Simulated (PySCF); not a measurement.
C₁₀H₇BS, SMILES `c12c(cc(c(B)c2)C#C)ccs1`, neutral singlet in the gas phase. 

Cartesian coordinates (Å):
```xyz
19

B      2.8201    -0.8472     0.3274
C      1.3287    -0.5006     0.1639
C      0.3976    -1.5480     0.1806
C     -0.9629    -1.2875     0.0365
S     -2.2663    -2.4371     0.0302
C     -3.4240    -1.1726    -0.1907
C     -2.8691     0.0700    -0.2586
C     -1.4421     0.0360    -0.1301
C     -0.5198     1.0947    -0.1486
C      0.8422     0.8410    -0.0051
C      1.7398     1.9538    -0.0308
C      2.4678     2.9239    -0.0582
H      3.6745     0.0028     0.3228
H      3.1319    -2.0090     0.4642
H      0.7552    -2.5724     0.3083
H     -4.4820    -1.4259    -0.2602
H     -3.4478     0.9841    -0.3954
H     -0.8690     2.1211    -0.2759
H      3.1252     3.7731    -0.0803
```
Charge 0, spin multiplicity 1.

All levels are single points at this geometry (PBE0-D3(BJ)/def2-SVP); Pople sets use spherical d functions. Orbital energies aren't observables, and empty levels follow the basis.

| level | HOMO (eV) | LUMO (eV) | gap (eV) | dipole (D) | vertical IE, Delta-SCF (eV) |
|---|---|---|---|---|---|
| PBE0-D3(BJ)/def2-TZVP in PySCF | -6.59 | -2.26 | 4.34 | 2.76 | 8.09 |
| ωB97X-D3(BJ)/def2-TZVP in PySCF | -8.61 | -0.36 | 8.25 | 2.46 | 8.33 |
| B3LYP/3-21G in PySCF | -6.29 | -2.16 | 4.13 | 2.77 | – |
| B3LYP/6-311+G** in PySCF | -6.43 | -2.43 | 4.00 | 2.74 | – |
| BP86/6-31G* in PySCF | -5.54 | -2.81 | 2.73 | 2.98 | – |
| HF/3-21G in PySCF | -8.40 | 1.23 | 9.63 | 2.28 | – |
